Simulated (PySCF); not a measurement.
Job file and geometry (Å, from GFN2-xTB) of an NMR shielding run on `FCC1=CC[Si@@H](P)C1`, C₅H₁₀FPSi, GIAO PBE0/pcSseg-1 NMR shielding, non-relativistic, gas phase (PySCF 2.14.0, density-fitted response routines); density fitting, a coarse starting grid and PySCF grid level 2 are the driver's defaults:

```
$ OMP_NUM_THREADS=1 python probes_run.py task.json out

{"job": {"kind": "nmr", "xc": "PBE0", "basis": "pcSseg-1"}, "charge": 0, "multiplicity": 1}
F     -3.451165     0.086786    -0.441207
C     -2.386641     0.921778    -0.210796
C     -1.094510     0.174584    -0.073565
C     -0.958151    -1.132351    -0.236910
C      0.392598    -1.755281    -0.078329
Si     1.537753    -0.289845     0.359226
P      3.207319    -0.082796    -1.132334
C      0.116113     0.997376     0.271986
H     -2.348414     1.621431    -1.056512
H     -2.616684     1.480402     0.705749
H     -1.795498    -1.767482    -0.483698
H      0.679662    -2.265750    -0.999951
H      0.360658    -2.519598     0.698214
H      2.112693    -0.369789     1.710092
H      3.595008     1.172575    -0.699347
H      2.413388     0.445327    -2.136688
H      0.271928     1.770403    -0.483265
H     -0.044816     1.518548     1.216641
```

Q: What does the program print?

A: 
```
coarse grid: 15968 points
cycle   1  E = -926.4646071457  dE =  8.999e-01  |g| = 5.698e-01  |ddm| = 3.868e+00
cycle   2  E = -926.4242975598  dE =  4.031e-02  |g| = 7.500e-01  |ddm| = 1.169e+00
cycle   3  E = -926.5322471280  dE = -1.079e-01  |g| = 8.290e-02  |ddm| = 7.013e-01
cycle   4  E = -926.5332771077  dE = -1.030e-03  |g| = 4.894e-02  |ddm| = 1.125e-01
cycle   5  E = -926.5338524148  dE = -5.753e-04  |g| = 1.020e-02  |ddm| = 5.184e-02
cycle   6  E = -926.5338770824  dE = -2.467e-05  |g| = 3.135e-03  |ddm| = 1.415e-02
cycle   7  E = -926.5338792391  dE = -2.157e-06  |g| = 6.203e-04  |ddm| = 3.874e-03
final grid: 145216 points
cycle   8  E = -926.5884342259  dE = -3.727e-05  |g| = 8.495e-03  |ddm| = 3.383e-02
cycle   9  E = -926.5884224174  dE =  1.181e-05  |g| = 1.119e-02  |ddm| = 2.041e-02
cycle  10  E = -926.5884524297  dE = -3.001e-05  |g| = 9.393e-04  |ddm| = 1.216e-02
cycle  11  E = -926.5884525689  dE = -1.392e-07  |g| = 2.818e-04  |ddm| = 1.147e-03
cycle  12  E = -926.5884525813  dE = -1.245e-08  |g| = 1.211e-04  |ddm| = 3.308e-04
cycle  13  E = -926.5884525849  dE = -3.591e-09  |g| = 2.787e-05  |ddm| = 1.337e-04
cycle  14  E = -926.5884525851  dE = -1.803e-10  |g| = 7.169e-06  |ddm| = 3.736e-05
converged SCF energy = -926.5884525851

GIAO shielding tensors (ppm)
atom      isotropic    diamagn.    paramagn.     s11        s22        s33       span
  0 F      422.502     470.304     -47.802    401.910    405.562    460.033     58.123
  1 C       98.589     239.333    -140.743     66.711     79.658    149.400     82.689
  2 C       41.481     264.906    -223.425    -63.734     66.374    121.803    185.536
  3 C       55.882     252.964    -197.081    -43.236     61.840    149.043    192.279
  4 C      166.387     254.308     -87.921    150.927    157.473    190.762     39.835
  5 Si     353.530     880.561    -527.031    296.983    362.059    401.548    104.564
  6 P      606.376     966.934    -360.558    553.263    609.953    655.912    102.648
  7 C      164.045     253.736     -89.691    149.940    157.671    184.526     34.586
  8 H       26.541      27.921      -1.380     22.022     28.118     29.485      7.463
  9 H       26.569      27.860      -1.290     21.764     28.324     29.621      7.857
 10 H       25.526      32.815      -7.289     22.187     25.765     28.627      6.440
 11 H       29.988      31.004      -1.017     25.274     28.572     36.117     10.843
 12 H       29.589      30.318      -0.730     24.926     27.148     36.693     11.767
 13 H       26.804      29.125      -2.321     23.681     24.430     32.300      8.619
 14 H       30.499      29.932       0.567     25.443     27.196     38.858     13.415
 15 H       30.627      31.243      -0.616     25.450     28.680     37.751     12.302
 16 H       30.509      32.945      -2.436     25.831     29.747     35.947     10.116
 17 H       30.096      32.235      -2.138     25.525     28.346     36.419     10.894
```

Q: Turn these shieldings into chemical shifts. Chemical shifts δ = σref − σ; ¹⁹F (170.95 ppm) vs CFCl3; ¹³C (186.93 ppm), ²⁹Si (349.16 ppm), ¹H (31.72 ppm) vs TMS; ³¹P (318.38 ppm) vs H3PO4, all at this level.

A: Averaging equivalent atoms: F 0: -251.6; C 2: 145.4; C 3: 131.0; C 1: 88.3; C 7: 22.9; C 4: 20.5; Si 5: -4.4; P 6: -288.0; H 10: 6.19; H 8: 5.18; H 9: 5.15; H 13: 4.91; H 12: 2.13; H 11: 1.73; H 17: 1.62; H 16: 1.21; H 14/15: 1.15 ppm. Unscaled 19F shifts against computed CFCl3 carry errors that often reach 10 to 50 ppm. Experimental scales use liquid or dissolved standards, which lie at an offset from isolated H3PO4.

Size and cost of the density-fitted run: 200 basis functions, 39 s wall time on 1 thread of an Arm Neoverse V1, shared host; peak memory 0.9 GiB.
